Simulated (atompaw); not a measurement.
# Scattering properties, PAW (atompaw) potential for As (Z = 33)

atompaw 4.2.0.5 input, output lines left out:

```
As 33
LDA-PW scalarrelativistic loggrid 1500 logderivrange -3 5 201
4 4 3 0 0 0
4 1 3
0 0 0
c
c
c
v
c
c
v
c
1
1.95 1.55 1.80 1.50
y
-0.1
n
y
0.7
n
custom rrkj gramschmidtortho sinc
bessel
1.95
1.85
1.95
1.95
```

The phase is arctan(r·u′/u) with u = r·R(r), unwrapped; energies in Ry, scanned from -3 to 5 Ry. A pole is an energy at which the radial function vanishes at the test radius. The pseudo phase is shifted by a multiple of π to meet the all-electron one at the reference energy, and phase errors are pseudo minus all-electron; the curves can meet again beyond the range given. Levels narrower than the energy grid can be missing from the lists of poles.

| channel | radius (bohr) | reference energy (Ry) | poles, all-electron | poles, pseudo | unbroken range about the reference energy with phases within 0.05 rad | phase error 1 Ry above the reference energy (rad) |
| --- | --- | --- | --- | --- | --- | --- |
| s | 1.95 | -1.08 | 1.66 | 1.66 | the whole range | -0.000 |
| p | 1.95 | -0.39 | 3.27 | 3.26 | the whole range | -0.000 |

Phases in the s channel:

```csv
E (Ry),all-electron,pseudo
-3.00,1.060,1.060
-2.52,0.921,0.921
-2.04,0.653,0.653
-1.56,0.097,0.097
-1.08,-0.641,-0.641
-0.60,-1.080,-1.080
-0.12,-1.293,-1.293
0.36,-1.411,-1.411
0.84,-1.487,-1.487
1.32,-1.540,-1.540
1.80,-1.582,-1.582
2.28,-1.617,-1.618
2.76,-1.648,-1.649
3.24,-1.678,-1.680
3.72,-1.708,-1.712
4.20,-1.740,-1.747
4.68,-1.776,-1.788
```
